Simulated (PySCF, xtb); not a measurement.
C3H5ClGe, SMILES ClC=C=[CH][GeH3].

Harmonic wavenumbers (cm⁻¹) from GFN2-xTB (xtb) at its own minimum, in rising order: 66, 71, 154, 190, 360, 442, 500, 510, 617, 654, 723, 761, 811, 844, 856, 1087, 1134, 1306, 1994, 2041, 2066, 2106, 2989, 3075.

**Question.** What does PBE-D3(BJ)/def2-SVP run with PySCF give at its own minimum? (The exact figures need the calculation; the answer reports its results.)

**Answer.** 68, 75, 165, 207, 390, 468, 537, 538, 670, 679, 756, 796, 811, 850, 855, 1053, 1149, 1294, 1998, 2076, 2084, 2113, 3055, 3124. Paired by order, the mean absolute difference is 23 cm⁻¹ and the zero-point energies are 36.2 and 36.9 kcal/mol.
